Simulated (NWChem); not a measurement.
# CH3F3Si; SMILES F[SiH2]C(F)F

```xyz
8

F     -0.9140     1.6458     0.0000
Si     0.5587     0.9696     0.0000
C      0.3684    -0.9352     0.0000
F     -0.3171    -1.3371    -1.1010
F     -0.3171    -1.3371     1.1010
H      1.2785     1.3781     1.2347
H      1.2785     1.3781    -1.2347
H      1.3438    -1.4625     0.0000
```
Atoms are numbered in this order, from 1.

Computed with NWChem. Medium grid unless said otherwise, to which SCAN and Minnesota functionals are sensitive. The geometry was optimised at PBE0/def2-SVP.

### Question
Order these by “orbital gap (eV)”, lowest first: r2SCAN/def2-SVP; B3LYP/def2-SVP; PW6B95/def2-SVP; BLYP/def2-SVP.

### Answer
BLYP/def2-SVP (6.23), r2SCAN/def2-SVP (6.93), B3LYP/def2-SVP (8.31), PW6B95/def2-SVP (8.94)
